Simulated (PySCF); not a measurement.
A PySCF script (with the pyscf-properties extension) for the NMR shieldings of SMILES CN(C)[SiH2][C@@H](F)CCF, C5H13F2NSi, on a GFN2-xTB geometry:

```python
import basis_set_exchange as bse
import numpy as np
from pyscf import gto, dft
from pyscf.prop import nmr

atoms = """
C     2.764013   -1.188928    0.331597
N     1.748847   -0.204848    0.050665
C     2.280241    0.922853   -0.680381
Si    0.103233   -0.691209   -0.031753
C    -0.926108    0.930776    0.069798
F    -1.015460    1.504707   -1.201646
C    -2.341466    0.743993    0.593041
C    -3.121080   -0.288555   -0.203307
F    -2.702496   -1.560202    0.117120
H     3.576872   -0.730145    0.900279
H     2.335746   -1.997476    0.915999
H     3.185892   -1.611972   -0.587390
H     2.722248    0.611816   -1.633790
H     3.059410    1.410980   -0.087490
H     1.494271    1.641330   -0.889177
H    -0.124249   -1.471528    1.182519
H    -0.309721   -1.397652   -1.252536
H    -0.421502    1.685542    0.683511
H    -2.882436    1.692112    0.538362
H    -2.286749    0.429397    1.635258
H    -2.958985   -0.163105   -1.277291
H    -4.190930   -0.248501    0.024195
"""
names = dict.fromkeys(["C", "N", "Si", "F", "H"], "pcSseg-1")
basis = {el: gto.basis.parse(bse.get_basis(n, elements=[el], fmt="nwchem")) for el, n in names.items()}
mol = gto.M(atom=atoms, basis=basis, charge=0, verbose=0)
mf = dft.RKS(mol, xc="PBE0")
mf.grids.level = 2
mf.grids.alignment = dft.numint.BLKSIZE   # the property module wants whole blocks of grid points
mf.conv_tol = 1e-9
mf.kernel()

calc = nmr.RKS(mf)   # GIAO
C = mf.mo_coeff
Co = C[:, mf.mo_occ > 0]
resp = mf.gen_response(singlet=True, hermi=2)
def vind(x):   # induced exchange potential for any number of trial vectors
    d = np.einsum("pi,xij,qj->xpq", C, 2 * x.reshape(-1, C.shape[1], Co.shape[1]), Co, optimize=True)
    return np.einsum("xpq,pi,qj->xij", resp(d - d.transpose(0, 2, 1)), C, Co, optimize=True).ravel()
mo1, _ = nmr.rhf.solve_mo1(calc, with_cphf=vind)
sigma = calc.kernel(mo1)
for i, s in enumerate(sigma):   # ppm
    print("%2d %-2s %9.2f" % (i, mol.atom_pure_symbol(i), np.trace(s) / 3))
```

**Question.** Give the expected output.

**Answer.** 
```
 0 C     144.88
 1 N     250.02
 2 C     147.10
 3 Si    378.11
 4 C      95.96
 5 F     424.64
 6 C     147.04
 7 C     104.96
 8 F     415.35
 9 H      29.17
10 H      28.93
11 H      29.26
12 H      29.36
13 H      29.26
14 H      28.50
15 H      27.23
16 H      26.85
17 H      26.58
18 H      29.53
19 H      29.73
20 H      26.74
21 H      26.89
```

These numbers come from an equivalent density-fitted implementation of the same equations, which agrees with the script to about 0.01 ppm for H and up to a few tenths of a ppm for heavy atoms, so last digits may differ.

**Question.** Turn these shieldings into chemical shifts. Scale: TMS for 13C (σref 186.93), 29Si (σref 349.16), 1H (σref 31.72); 15N (σref 267.73) against NH3; CFCl3 for 19F (σref 170.95) (reference shieldings calculated alike).

**Answer.** Averaging equivalent atoms: C 4: 91.0; C 7: 82.0; C 0/2: 40.9; C 6: 39.9; N 1: 17.7; Si 3: -28.9; F 8: -244.4; F 5: -253.7; H 17: 5.14; H 20: 4.97; H 16: 4.86; H 21: 4.82; H 15: 4.49; H 9/10/11/12/13/14: 2.64; H 18: 2.18; H 19: 1.99 ppm. Unscaled 19F shifts against computed CFCl3 carry errors that often reach 10 to 50 ppm. Experimental scales use liquid or dissolved standards, which lie at an offset from isolated NH3 (liquid NH3: subtract about 20 ppm).

Size and cost of the density-fitted run: 225 basis functions, 60 s wall time on 1 thread of an Arm Neoverse V1, shared host; peak memory 1.1 GiB.
